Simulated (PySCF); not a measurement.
Assignment exercise: C5H4O3

Mapped SMILES: `[CH2:1]=[CH:2][c:3]1[cH:4][o:5][c:6](=[O:7])[o:8]1`. Hydrogens are named by the atom that carries them. Ha(C1) is cis to C3; Hb(C1) is trans to C3.

[PySCF: PBE0/pcSseg-1 with gauge-including orbitals; coordinates at the GFN2-xTB level; no relativistic terms; a single conformation; no solvent model]

Shifts are taken against calculated references (same method and geometry level): $^{13}$C (σref 186.93) and $^{1}$H (σref 31.72) vs TMS.

(1) Assign these signals to the numbered atoms. $^{13}$C{$^{1}$H} NMR (computed): δ 157.0, 150.8, 134.6, 126.7, 125.4.

(2) Assign these signals to the numbered atoms. $^{1}$H NMR (300 MHz, computed): δ 7.00 (s, 1H), 6.37 (m, 1H), 6.26 (m, 1H), 5.77 (m, 1H).

Results:

(1) 
157.0 → C6, ring carbonyl carbon
150.8 → C3, unsaturated ring carbon
134.6 → C4, unsaturated ring CH
126.7 → C2, alkene CH: an sp2 carbon of a C=C bond
125.4 → C1, terminal =CH2 carbon: the olefinic region

C2 and C1 lie closer than the usual error of such a calculation, so a measured spectrum could show them in the other order.

(2) 
| δ (ppm) | atoms | environment | reason |
| --- | --- | --- | --- |
| 7.00 | H(C4) | hydrogen on a unsaturated ring CH | – |
| 6.37 | H(C2) | hydrogen on an alkene CH | olefinic region |
| 6.26 | Ha(C1) | hydrogen on a terminal =CH2 carbon | attached to an sp2 carbon and in the plane of the double bond |
| 5.77 | Hb(C1) | hydrogen on a terminal =CH2 carbon | – |

H(C2) and Ha(C1) lie closer than the usual error of such a calculation, so a measured spectrum could show them in the other order.

Shifts are as computed. Against solution values, carbons near 30 ppm lie about +3 ppm off and those near 130 ppm about +5 ppm. Of 1309 compounds with measured shifts, 239 miss one by over three times the rms of a fit or turn the order of signals round; such compounds aren't used in these exercises. No couplings were computed; multiplicities are counted from neighbouring protons, with m where these are inequivalent, close in shift, in a saturated or five-membered ring or joined by F or P, and br s for small geminal =CH2 splittings.
